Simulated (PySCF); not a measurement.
## Relaxation of doublet NbS2

Computed with UB3LYP/[Nb def2-SVP with ECP28, S def2-SVP], scalar-relativistic core potentials, density fitting, no spin–orbit coupling, PySCF. A (50,194) grid was used.

A hand-made bent start, of C2v symmetry, held to at least that symmetry:

```xyz
3
charge 0 multiplicity 2, angstrom
Nb    0.0000    0.0000   -0.5121
S     1.7939    0.0000    0.7440
S    -1.7939    0.0000    0.7440
```

Q: What forces act on the atoms at the start (eV/Å)?

A: 
| atom | Fx | Fy | Fz |
| --- | --- | --- | --- |
| Nb1 | 0.00 | 0.00 | 0.86 |
| S2 | -0.77 | 0.00 | -0.43 |
| S3 | 0.77 | 0.00 | -0.43 |

Q: What does it relax to?

A: It ends at C2v with Nb–S 2.154 Å (×2); S–Nb–S 107.6° (after a last refinement on a finer grid). A frequency run shows a minimum. Other isomers or separated fragments may lie lower.

Q: How much energy is released, and in how many steps?

A: 3.5 kJ/mol in 3 steps.

With open d or f shells other occupations or spin states may lie lower.

The relaxation took about 12 core-seconds on a shared host.
